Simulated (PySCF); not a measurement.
**Multinuclear NMR of C₅H₁₄OSi₂**

Geometry (Å), atoms numbered from 1 in this order:
```xyz
22

C    -2.166   -0.789    1.050
C    -1.405    0.403    0.469
C    -2.227    1.086   -0.623
C    -0.072   -0.037   -0.068
Si    0.149   -1.291   -1.460
C     1.056    0.448    0.438
O     2.252    0.036   -0.045
Si    3.773    0.477    0.315
H    -3.099   -0.459    1.503
H    -2.394   -1.509    0.269
H    -1.568   -1.284    1.812
H    -1.231    1.128    1.275
H    -3.178    1.432   -0.221
H    -2.426    0.393   -1.436
H    -1.688    1.942   -1.023
H     0.875   -2.460   -0.961
H    -1.160   -1.738   -1.953
H     0.873   -0.671   -2.572
H     1.096    1.177    1.243
H     4.048    0.270    1.740
H     4.494   -0.428   -0.562
H     3.987    1.895    0.011
```

PySCF calculation with GIAO PBE0/pcSseg-1 shieldings and GFN2-xTB geometry; non-relativistic Hamiltonian, averaged over atoms made equivalent by symmetry, fast rotation or ring inversion, single conformer, no solvent model.

Q: What are the 29Si shifts?

A: 
| atoms | environment | σ (ppm) | δ (ppm) |
| --- | --- | --- | --- |
| Si8 | silicon bonded to O, 3 H | 387.6 | -38.6 |
| Si5 | silicon bonded to C, 3 H | 442.2 | -83.5 |

Shieldings were converted by a linear fit to measured shifts: 29Si (scatter 8.9 ppm rms, 25.8 ppm with the 6 outliers that the fit left out vs TMS, solution or neat liquid). A few per cent of atoms miss by over 2 rms, more outside the fitted compound classes.

On a 600 MHz spectrometer 29Si resonates near 119.2 MHz, so 1 ppm is 119.2 Hz.

Q: What are the 17O shifts?

A: 
| atoms | environment | σ (ppm) | δ (ppm) |
| --- | --- | --- | --- |
| O7 | oxygen bonded to C, Si | 238.2 | 49.7 |

Shieldings were converted by a linear fit to measured shifts: 17O: δ = 266.70 − 0.911σ (rms 10.7 ppm, 155 shifts, 12.2 ppm with the 3 outliers that the fit left out vs liquid water, solution or neat liquid). A few per cent of atoms miss by over 2 rms, more outside the fitted compound classes.

On a 300 MHz spectrometer 17O resonates near 40.7 MHz, so 1 ppm is 40.7 Hz.
